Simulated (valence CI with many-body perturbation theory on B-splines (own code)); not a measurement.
**Energy levels of Pr I**

Method: relativistic CI+MBPT: five valence electrons over a frozen Dirac-Fock core [Xe], radial functions for each j: 7 s, 7 p, 7 d, 7 f, 4 g, 2 h, with the one-electron correlation potential Σ1 (screened to all orders), the two-electron term Σ2, the three-electron term Σ3, Breit, model QED; selected single and double excitations, second order for the rest (own B-spline code, finite nucleus).

Against 15 measured levels this calculation errs by 1713 cm⁻¹ on average and by 2504 at most. These come from a selection out of the NIST Handbook of Basic Atomic Spectroscopic Data. Levels without a partner in it may be off by more, other configurations by several thousand cm⁻¹. Not all symmetries were solved, so the list stops early. Among the levels kept, up to 1500 cm⁻¹ of a level comes from second order outside the variational space, and about a tenth of that is noise between levels of different J, which matters for small intervals.

Levels 1 to 45 of 49, with energies above the lowest level, 4f3 6s2 4I°_9/2. "Leading %" is the weight of the configuration and term that name the level; weights of strongly mixed levels are sums over their largest components and can fall short. In the jj column 3d3/2^4 stands for four electrons in 3d with j = 3/2. Lifetimes count E1, E2, E3, M1 and M2 decay at the calculated energies, and are blank where another channel may lead or the interval is too uncertain; long ones can be off by a factor of two.

```
No.  Configuration  Term     J  E (cm⁻¹)  Leading %      g                     Leading jj  Lifetime
  1        4f3 6s2   4I°   9/2       0.0         85  0.733            4f5/2^3 6s^2 (55 %)          
  2        4f3 6s2   4I°  11/2      1437         87  0.966      4f5/2^2 4f7/2 6s^2 (76 %)    8.03 s
  3     4f2 5d 6s2    2H   9/2      2065         39  0.825      4f5/2^2 5d3/2 6s^2 (59 %)          
  4     4f2 5d 6s2    4K  11/2      2391         66  0.797      4f5/2^2 5d3/2 6s^2 (71 %)          
  5        4f3 6s2   4I°  13/2      2938         87  1.107      4f5/2 4f7/2^2 6s^2 (71 %)          
  6     4f2 5d 6s2    4I   9/2      3438         37  0.835      4f5/2^2 5d5/2 6s^2 (54 %)          
  7     4f2 5d 6s2    4G   5/2      4009         62  0.642      4f5/2^2 5d3/2 6s^2 (54 %)          
  8     4f2 5d 6s2    4I  11/2      4088         73  0.970  4f5/2 4f7/2 5d3/2 6s^2 (42 %)          
  9     4f2 5d 6s2    4K  13/2      4226         71  0.966  4f5/2 4f7/2 5d3/2 6s^2 (40 %)          
 10     4f2 5d 6s2    2H  11/2      4389         50  1.046  4f5/2 4f7/2 5d3/2 6s^2 (37 %)          
 11        4f3 6s2   4I°  15/2      4495         86  1.198            4f7/2^3 6s^2 (44 %)          
 12     4f2 5d 6s2    4H   7/2      4610         66  0.687      4f5/2^2 5d3/2 6s^2 (47 %)          
 13     4f2 5d2 6s    6L  11/2      5169         81  0.639      4f5/2^2 5d3/2^2 6s (56 %)          
 14     4f2 5d 6s2    4G   7/2      5294         69  0.987      4f5/2^2 5d5/2 6s^2 (37 %)   6.89 ms
 15     4f2 5d 6s2    4I  13/2      5755         71  1.097  4f5/2 4f7/2 5d5/2 6s^2 (48 %)          
 16     4f2 5d2 6s    6L  13/2      5980         77  0.867  4f5/2^2 5d3/2 5d5/2 6s (35 %)          
 17     4f2 5d 6s2    4K  15/2      6117         70  1.088  4f5/2 4f7/2 5d5/2 6s^2 (55 %)          
 18     4f2 5d 6s2    4H   9/2      6187         64  0.968  4f5/2 4f7/2 5d3/2 6s^2 (48 %)          
 19     4f2 5d2 6s    6I   7/2      6586         70  0.499      4f5/2^2 5d3/2^2 6s (44 %)   1.65 ms
 20     4f2 5d 6s2    2F   5/2      6612         40  0.864      4f5/2^2 5d5/2 6s^2 (41 %)    12.9 s
 21     4f2 5d 6s2    4G   9/2      6839         72  1.153  4f5/2 4f7/2 5d5/2 6s^2 (57 %)          
 22     4f2 5d2 6s    6L  15/2      7006         80  1.008  4f5/2^2 5d3/2 5d5/2 6s (34 %)   49.7 ms
 23     4f2 5d2 6s    6K   9/2      7086         76  0.577      4f5/2^2 5d3/2^2 6s (45 %)          
 24     4f2 5d2 6s    6I   9/2      7236         65  0.853  4f5/2^2 5d3/2 5d5/2 6s (34 %)          
 25     4f2 5d 6s2    2I  11/2      7276         52  0.972  4f5/2 4f7/2 5d5/2 6s^2 (44 %)          
 26     4f2 5d 6s2    4H   7/2      7454         68  0.682      4f5/2^2 5d3/2 6s^2 (49 %)   11.8 μs
 27     4f2 5d2 6s    6K  11/2      7531         52  0.877  4f5/2^2 5d3/2 5d5/2 6s (49 %)          
 28     4f2 5d 6s2    4I  15/2      7559         75  1.195      4f7/2^2 5d5/2 6s^2 (42 %)          
 29     4f2 5d 6s2    4F   3/2      7712         66  0.432      4f5/2^2 5d5/2 6s^2 (65 %)          
 30     4f2 5d 6s2    4H  11/2      7741         55  1.091  4f5/2 4f7/2 5d5/2 6s^2 (25 %)          
 31     4f2 5d2 6s    6L  17/2      8029         41  1.143      4f7/2^2 5d5/2 6s^2 (31 %)          
 32     4f2 5d2 6s    6K  13/2      8036         32  0.996  4f5/2^2 5d3/2 5d5/2 6s (43 %)          
 33     4f2 5d2 6s    6I  11/2      8138         58  1.045  4f5/2^2 5d3/2 5d5/2 6s (32 %)          
 34     4f2 5d 6s2    2F   7/2      8211         23  1.074  4f5/2 4f7/2 5d3/2 6s^2 (39 %)   9.72 ms
 35        4f3 6s2   4F°   3/2      8224         81  0.430            4f5/2^3 6s^2 (38 %)          
 36     4f2 5d2 6s    6L  17/2      8232         45  1.140      4f7/2^2 5d5/2 6s^2 (31 %)          
 37     4f2 5d 6s2    2I  13/2      8399         42  1.138      4f7/2^2 5d3/2 6s^2 (45 %)          
 38     4f2 5d2 6s    6H   5/2      8436         36  0.481      4f5/2^2 5d3/2^2 6s (37 %)          
 39     4f2 5d 6s2    4G  11/2      8548         66  1.232      4f7/2^2 5d5/2 6s^2 (53 %)   8.73 ms
 40     4f2 5d 6s2    2P   1/2      8598         46  0.758      4f5/2^2 5d3/2 6s^2 (63 %)          
 41        4f3 6s2   2H°   9/2      8685         57  0.982      4f5/2^2 4f7/2 6s^2 (43 %)    134 μs
 42     4f2 5d 6s2    4H   9/2      8703         72  0.971  4f5/2 4f7/2 5d3/2 6s^2 (52 %)   16.5 μs
 43     4f2 5d2 6s    4L  13/2      8741         30  0.935      4f5/2^2 5d3/2^2 6s (22 %)          
 44     4f2 5d2 6s    6H   7/2      8911         37  0.890  4f5/2^2 5d3/2 5d5/2 6s (35 %)    242 μs
 45     4f2 5d 6s2    4F   5/2      8972         33  0.885  4f5/2 4f7/2 5d5/2 6s^2 (29 %)
```

Names give the largest LS component (configuration and term), which can be under half, so a name can repeat, a term be missing and a line seem to break the LS rules; names also repeat where a configuration has a term twice.

Where two levels of one J and parity lie close, their mixing, g and order are uncertain.

The ionisation energy to 4f3 6s 5I°_4 of the next ion comes out as 5.2316 eV (NIST: 5.4702 eV (semi-empirical), further off than twice its uncertainty). All 49 levels together are meant to be complete up to 9275 cm⁻¹.
